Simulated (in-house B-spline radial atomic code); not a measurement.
**Ionising Mg2+ with different functionals**

Computed with a radial B-spline atomic code at the basis-set limit: scalar-relativistic (spin-free X2C) Hamiltonian, Fermi nucleus of rms radius 3.057 fm, spin-polarised at highest spin, spherical fractional occupations for the functionals, the average over the highest-spin determinants for Hartree-Fock. The ionisation energy is the difference of two self-consistent energies, [He] 2s2 2p6 → [He] 2s2 2p5, without Breit or QED terms; ε is the level of the shell that loses the electron (its least bound occupied spin orbital).

Hybrids are left out here: with spherical fractional occupations of an open shell their exact exchange keeps a self-interaction that integer-occupation calculations don't have.

```tsv
method	rung	ΔSCF (eV)	-ε(2p) (eV)
Hartree-Fock	Hartree-Fock	78.60	81.78
LDA VWN5	LDA	?	?
LDA PW92	LDA	80.61	66.83
LDA exchange-only	LDA	?	?
PBE	GGA	80.48	66.69
PBEsol	GGA	80.33	66.56
BLYP	GGA	80.51	66.73
RPBE	GGA	80.40	66.63
PW91	GGA	80.65	66.86
BP86	GGA	80.59	66.78
AM05	GGA	80.30	66.55
OLYP	GGA	80.69	67.00
TPSS	meta-GGA	80.76	67.04
SCAN	meta-GGA	81.56	68.04
r2SCAN	meta-GGA	81.51	67.99
revTPSS	meta-GGA	80.60	66.90
```

Question: What does LDA VWN5 give?

Answer: ΔSCF 80.61 eV, and -ε(2p) = 66.84 eV.

Question: What does LDA exchange-only give?

Answer: ΔSCF 78.55 eV, and -ε(2p) = 64.91 eV.

Question: How do they compare with the NIST value?

Answer: NIST lists 80.144 eV (measured, ground level to ground level). Errors run from -1.59 to +1.41 eV; AM05 is closest (+0.16 eV), but part of that can be cancellation, since the calculations leave out spin-orbit coupling, Breit-QED terms, multiplet and fine-structure energies. Hartree-Fock also lacks correlation.
